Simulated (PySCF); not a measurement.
A PySCF script (with the pyscf-properties extension) for the NMR shieldings of SMILES C[Si@@H]1C[SiH2]OCS1, C$_{3}$H$_{10}$OSSi$_{2}$, on a GFN2-xTB geometry:

```python
import basis_set_exchange as bse
import numpy as np
from pyscf import gto, dft
from pyscf.prop import nmr

atoms = """
C     2.715732    0.535587    0.345692
Si    1.011603   -0.082583   -0.190233
C    -0.273534    1.300343   -0.401002
Si   -2.016218    0.543802   -0.547028
O    -2.160532   -0.703214    0.490901
C    -1.341242   -1.790501    0.653467
S     0.294943   -1.398100    1.368115
H     2.676025    1.054788    1.298027
H     3.117705    1.219693   -0.393106
H     3.410531   -0.290552    0.450186
H     1.095092   -0.909574   -1.403576
H    -0.239729    1.952102    0.472886
H    -0.036712    1.922214   -1.260853
H    -3.092570    1.376003   -0.039956
H    -2.196261    0.065252   -1.922542
H    -1.806740   -2.476211    1.365029
H    -1.165091   -2.307017   -0.295918
"""
names = dict.fromkeys(["C", "Si", "O", "S", "H"], "pcSseg-1")
basis = {el: gto.basis.parse(bse.get_basis(n, elements=[el], fmt="nwchem")) for el, n in names.items()}
mol = gto.M(atom=atoms, basis=basis, charge=0, verbose=0)
mf = dft.RKS(mol, xc="PBE0")
mf.grids.level = 2
mf.grids.alignment = dft.numint.BLKSIZE   # the property module wants whole blocks of grid points
mf.conv_tol = 1e-9
mf.kernel()

calc = nmr.RKS(mf)   # GIAO
C = mf.mo_coeff
Co = C[:, mf.mo_occ > 0]
resp = mf.gen_response(singlet=True, hermi=2)
def vind(x):   # induced exchange potential for any number of trial vectors
    d = np.einsum("pi,xij,qj->xpq", C, 2 * x.reshape(-1, C.shape[1], Co.shape[1]), Co, optimize=True)
    return np.einsum("xpq,pi,qj->xij", resp(d - d.transpose(0, 2, 1)), C, Co, optimize=True).ravel()
mo1, _ = nmr.rhf.solve_mo1(calc, with_cphf=vind)
sigma = calc.kernel(mo1)
for i, s in enumerate(sigma):   # ppm
    print("%2d %-2s %9.2f" % (i, mol.atom_pure_symbol(i), np.trace(s) / 3))
```

Task: What are the results?

Result: 
```
 0 C     187.31
 1 Si    353.41
 2 C     186.73
 3 Si    369.81
 4 O     286.42
 5 C     118.48
 6 S     591.94
 7 H      31.24
 8 H      31.45
 9 H      31.24
10 H      26.24
11 H      31.43
12 H      32.21
13 H      26.70
14 H      26.56
15 H      26.55
16 H      26.61
```

These numbers come from an equivalent density-fitted implementation of the same equations, which agrees with the script to about 0.01 ppm for H and up to a few tenths of a ppm for heavy atoms, so last digits may differ.

Task: Turn these shieldings into chemical shifts. δ = σ(ref) − σ, references computed at the same level: 13C (σref 186.93) and 29Si (σref 349.16) and 1H (σref 31.72) vs TMS; H2O for 17O (σref 336.08); 33S (σref 503.73) against CS2.

Result: Averaging equivalent atoms: C 5: 68.4; C 2: 0.2; C 0: -0.4; Si 1: -4.3; Si 3: -20.6; O 4: 49.7; S 6: -88; H 10: 5.48; H 15: 5.16; H 14: 5.15; H 16: 5.11; H 13: 5.02; H 7/8/9: 0.41; H 11: 0.29; H 12: -0.49 ppm. Experimental scales use liquid or dissolved standards, which lie at an offset from isolated H2O (liquid H2O: subtract about 36 ppm).

Size and cost of the density-fitted run: 190 basis functions, 54 s wall time on 1 thread of an Arm Neoverse N1, shared host; peak memory 0.85 GiB.
